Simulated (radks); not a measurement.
Ionisation of the vanadium ion V10+, [Ne] 3s2 3p1, to [Ne] 3s2 as the strength of local exchange is varied. Method: Dirac Kohn-Sham, Slater X-alpha exchange (alpha = 2/3 is LDA exchange), no correlation, spin-unpolarised, spherical densities, finite nucleus; open shells fill j = l - 1/2 first; Fermi nuclear charge, rms radius 3.6002 fm; computed with a radial shooting solver on a logarithmic mesh with Libxc functionals.

| alpha | E(V10+) (hartree) | exchange (hartree) | IE (eV) | -e of the level emptied (eV) | <r> of it (bohr) |
|---|---|---|---|---|---|
| 0.667 | -907.24558 | -34.82542 | 253.61 | 240.08 (3p1/2) | 0.8270 |
| 0.714 | -909.70184 | -37.34924 | 255.34 | 241.83 (3p1/2) | 0.8240 |
| 0.793 | -913.84082 | -41.61213 | 258.27 | 244.79 (3p1/2) | 0.8191 |
| 0.835 | -916.04657 | -43.88906 | 259.83 | 246.37 (3p1/2) | 0.8165 |
| 0.864 | -917.57174 | -45.46552 | 260.91 | 247.46 (3p1/2) | 0.8147 |
| 0.878 | -918.30865 | -46.22782 | 261.43 | 247.99 (3p1/2) | 0.8138 |
| 1.013 | -925.43555 | -53.62050 | 266.51 | 253.12 (3p1/2) | 0.8056 |
| 1.047 | -927.23645 | -55.49433 | 267.80 | 254.42 (3p1/2) | 0.8036 |

NIST Atomic Spectra Database: 254.8 eV (semi-empirical). The Delta-SCF value meets it near alpha = 0.70. Spin polarisation and multiplet splitting are left out, so open shells lie too high by an amount that depends on their filling.

Beside tabulated values, note that spin-unpolarised runs miss the spin-polarisation part of the exchange energy of open shells.
